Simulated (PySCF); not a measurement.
# Deuteron quadrupole couplings in `C=CC[P@]1(=S)C(C)=C1C=C`

Species: C8H11PS.
Numbering: `[CH2:1]=[CH:2][CH2:3][P@:4]1(=[S:5])[C:6]([CH3:7])=[C:8]1[CH:9]=[CH2:10]` (hydrogens: H11, H12 on C1; H13 on C2; H14, H15 on C3; H16, H17, H18 on C7; H19 on C9; H20, H21 on C10)

Structure used (GFN2-xTB), in Å, numbered top down from 1:
```xyz
21
C8H11PS angstrom
C      2.7531   -0.5770   -0.3964
C      1.5632   -1.0243   -0.7567
C      0.7314   -0.3866   -1.8081
P     -0.6044    0.6783   -1.0682
S     -1.6695    1.7262   -2.3094
C     -0.1971    1.1040    0.6471
C      0.4506    2.0000    1.6165
C     -1.0897    0.0929    0.5734
C     -1.9295   -0.7537    1.3541
C     -2.8316   -1.5645    0.8083
H      3.2035    0.2780   -0.8745
H      3.3278   -1.0494    0.3814
H      1.1244   -1.8801   -0.2617
H      0.2181   -1.1192   -2.4385
H      1.3133    0.2800   -2.4518
H      0.1445    1.7491    2.6314
H      1.5349    1.9227    1.5361
H      0.1763    3.0336    1.4034
H     -1.7956   -0.6969    2.4279
H     -2.9593   -1.6044   -0.2621
H     -3.4733   -2.1916    1.4021
```

Level: PBE0/pcSseg-1 (PySCF, non-relativistic); Q(2H) = 0.00286 b; rigid geometry, the same for H and D, with no vibrational averaging.

Problem. Rank these positions by the coupling χzz of a deuteron there, largest first.
A. H12 (vinylic hydrogen)
B. H13 (vinylic hydrogen)
C. H17 (methyl hydrogen)
D. H14 (methylene hydrogen)

Solution. A (228 kHz), B (217 kHz), C (208 kHz), D (201 kHz).

Problem. What are Vzz, η and χzz (234.96 MHz × Q × Vzz) at all hydrogens?

Solution. 
```csv
atom,bonded to,bond length (Å),Vzz (au),η,χzz (kHz)
H11,C1,1.078,0.3338,0.06,224
H12,C1,1.076,0.3387,0.05,228
H13,C2,1.082,0.3235,0.06,217
H14,C3,1.094,0.2997,0.02,201
H15,C3,1.094,0.2981,0.02,200
H16,C7,1.089,0.3098,0.03,208
H17,C7,1.090,0.3089,0.02,208
H18,C7,1.090,0.3073,0.02,207
H19,C9,1.084,0.3206,0.06,215
H20,C10,1.079,0.3290,0.04,221
H21,C10,1.076,0.3367,0.04,226
```

Problem. How does χzz go with the bond length over the 11 C–H bonds?

Solution. A straight-line fit has a slope of -13.9 kHz for each 0.01 Å, with a correlation coefficient of -1.00, over lengths from 1.076 to 1.094 Å. The longer bonds have the smaller couplings here.

Problem. Give the 2H NMR doublet splittings at H19 for a magnetic field along the z, y and x axes of the gradient: 3χ/2, 3χ(1 + η)/4, 3χ(1 − η)/4.

Solution. With |χ| = 215.4 kHz and η = 0.063: 323, 172 and 151 kHz, to first order and without motion.

One conformer (not necessarily the lowest) at the GFN2-xTB geometry, without solvent, vibrations or thermal averaging. GFN2-xTB bond lengths can be off by several hundredths of an ångström, more for odd bonds, and the gradients follow them. With so small a basis the couplings can be 20 % off.
